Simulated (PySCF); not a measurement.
# Computed records: CH2FOSi

Computed with PySCF 2.14.0. Calculation on a computer-drawn molecule: optimised geometry and harmonic frequencies of an isolated molecule of the commonest isotopes, restricted reference for singlets and unrestricted otherwise, frozen core in MP2.

```yaml
- formula: CH2FOSi
  start_structure:
    atoms_angstrom:
      - [C, -0.8605, 0.4435, -0.7954]
      - [Si, 0.4803, -0.7564, -0.9926]
      - [O, 0.6412, -2.0851, -0.3433]
      - [F, 1.5135, -0.1304, -2.0255]
      - [H, -0.8742, 1.3896, -1.3242]
      - [H, -1.6928, 0.2382, -0.1329]
  given:
    charge: 0
    multiplicity: 2
    method: MP2
    basis: "cc-pV(D+d)Z"
    drawn_bonds_atom: [1, 2, 2, 1, 1]
    drawn_bonds_other_atom: [2, 3, 4, 5, 6]
    drawn_bonds_order: [1, 2, 1, 1, 1]
  results:
    "total_energy [hartree]": null
    spin_squared: null
```

To be estimated
1. CH2FOSi: total energy?
2. Estimate the spin squared of CH2FOSi.

Calculated values
1. -502.8817 hartree
2. 0.7629

Further results for CH2FOSi:

| Quantity | Value |
| --- | --- |
| rotational constants | 7.801, 6.843, 3.645 GHz |
| convergence status largest gradient component | 3.993e-05 hartree/bohr |

Optimised structure:
```xyz
6
CH2FOSi
C     -0.8637     0.4476    -0.7957
Si     0.4851    -0.7608    -0.9932
O      0.6438    -2.1253    -0.3221
F      1.5237    -0.1080    -2.0450
H     -0.8762     1.4025    -1.3301
H     -1.7053     0.2434    -0.1278
```

Modes:
```tsv
frequency (cm⁻¹)	reduced mass (dalton)
239.7	1.036
250.6	3.319
334.9	8.606
338.6	13.47
641.5	1.327
741.9	5.502
780	1.46
909.3	8.792
1258	15.98
1407	1.155
3212	1.053
3331	1.116
```
